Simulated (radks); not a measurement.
Values are calculated unless marked as measured or tabulated.
Problem. O IV, 5 electrons, occupied as [He] 2s2 2p1 (the NIST ground configuration). Code: a radial shooting solver on a logarithmic mesh with Libxc functionals. Model: non-relativistic Kohn-Sham, Wu-Cohen GGA, spin-polarised, spherical densities, point nucleus; open shells are filled with parallel spins first. Some entries of the table are withheld. Estimate them.

orbital,occ.,eigenvalue (hartree),<1/r> (bohr^-1)
1s up,1,-21.53344,7.618
1s down,1,-21.48841,7.632
2s up,1,-2.95973,1.496
2s down,1,-2.85164,1.474
2p up,1,-2.43596,(1)
2p down,0,-2.31806,(2)

Solution. 
(1) 2p up <1/r> (bohr^-1): 1.412
(2) 2p down <1/r> (bohr^-1): 1.391
